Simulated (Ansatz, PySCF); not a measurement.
This Ansatz (a program for electronic structure) input computes a r2SCAN/def2-TZVPD energy:

Ansatz 0.2 input:
```yaml
crystal:
  periodic: [false, false, false]
  atoms:
    - {symbol: Sr, position_ang: [0.21449557, -0.11091325, -0.16384596]}
    - {symbol: F, position_ang: [-0.68239543, 1.67362700, -0.92907557]}
    - {symbol: F, position_ang: [-0.22325252, -1.20532662, 1.62086962]}
basis:
  gaussian:
    orbitals: def2-TZVPD
hamiltonian:
  xc: {name: r2SCAN}
output: {forces: true}
```

Problem. Write an input for the same energy in PySCF and say what it gives.

Solution. 
```python
from pyscf import gto, scf, dft

mol = gto.M(
    atom='''
    Sr    0.21449557   -0.11091325   -0.16384596
    F    -0.68239543    1.67362700   -0.92907557
    F    -0.22325252   -1.20532662    1.62086962
    ''',
    basis='def2-tzvpd',
    ecp='def2-tzvp',
    charge=0,
    spin=0,
    verbose=4,
)

mf = dft.RKS(mol, xc='r2scan').density_fit(auxbasis='def2-universal-jkfit')
mf.grids.level = 4
mf.conv_tol = 1e-9
mf.max_cycle = 100
mf.max_memory = 1500
mf.kernel()
if not mf.converged:
    mf = mf.newton()
    mf.kernel(mf.make_rdm1())
mf.analyze()
```
It gives -230.57390 Eh, and Ansatz -230.57384 Eh, a difference of 0.06 mEh, from the treatment of integrals and grids.
